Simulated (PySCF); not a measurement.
This PySCF input asks for the NMR shieldings of `CC[O+](CC)[B-](F)(F)F`, C₄H₁₀BF₃O; the geometry comes from PBE0-D3(BJ)/def2-TZVP.

```python
import basis_set_exchange as bse
import numpy as np
from pyscf import gto, dft
from pyscf.prop import nmr

atoms = """
C    -1.694332   -1.223627   -0.518724
C    -0.591413   -0.326548   -1.008375
O    -0.061120    0.462262    0.088914
C     1.360537    0.330955    0.311999
C     1.680175   -0.978270    0.982100
B    -0.640297    2.009925    0.191857
F    -0.276126    2.393858    1.441636
F    -1.975870    1.854551   -0.004090
F     0.000155    2.673464   -0.812468
H    -2.095452   -1.796284   -1.358004
H    -2.500393   -0.629989   -0.089072
H    -1.327854   -1.923536    0.234194
H    -0.940680    0.377534   -1.764342
H     0.241074   -0.893608   -1.427725
H     1.623700    1.175465    0.945345
H     1.867770    0.446699   -0.649429
H     1.154320   -1.059575    1.934288
H     2.753711   -1.029250    1.175135
H     1.414133   -1.835498    0.360021
"""
names = dict.fromkeys(["C", "O", "B", "F", "H"], "pcSseg-2")
basis = {el: gto.basis.parse(bse.get_basis(n, elements=[el], fmt="nwchem")) for el, n in names.items()}
mol = gto.M(atom=atoms, basis=basis, charge=0, verbose=0)
mf = dft.RKS(mol, xc="PBE0")
mf.grids.level = 2
mf.grids.alignment = dft.numint.BLKSIZE   # the property module wants whole blocks of grid points
mf.conv_tol = 1e-9
mf.kernel()

calc = nmr.RKS(mf)   # GIAO
C = mf.mo_coeff
Co = C[:, mf.mo_occ > 0]
resp = mf.gen_response(singlet=True, hermi=2)
def vind(x):   # induced exchange potential for any number of trial vectors
    d = np.einsum("pi,xij,qj->xpq", C, 2 * x.reshape(-1, C.shape[1], Co.shape[1]), Co, optimize=True)
    return np.einsum("xpq,pi,qj->xij", resp(d - d.transpose(0, 2, 1)), C, Co, optimize=True).ravel()
mo1, _ = nmr.rhf.solve_mo1(calc, with_cphf=vind)
sigma = calc.kernel(mo1)
for i, s in enumerate(sigma):   # ppm
    print("%2d %-2s %9.2f" % (i, mol.atom_pure_symbol(i), np.trace(s) / 3))
```

**Question.** What are the results?

**Answer.** 
```
 0 C     167.81
 1 C     111.23
 2 O     249.51
 3 C     111.18
 4 C     171.15
 5 B      98.70
 6 F     341.67
 7 F     340.63
 8 F     348.16
 9 H      30.55
10 H      29.57
11 H      30.32
12 H      26.95
13 H      28.10
14 H      26.94
15 H      28.02
16 H      30.13
17 H      30.46
18 H      30.14
```

These numbers come from an equivalent density-fitted implementation of the same equations, which agrees with the script to about 0.01 ppm for H and up to a few tenths of a ppm for heavy atoms, so last digits may differ.

Size and cost of the density-fitted run: 464 basis functions, 2 min wall time on 1 thread of an Intel Xeon, shared host; peak memory 2.9 GiB.
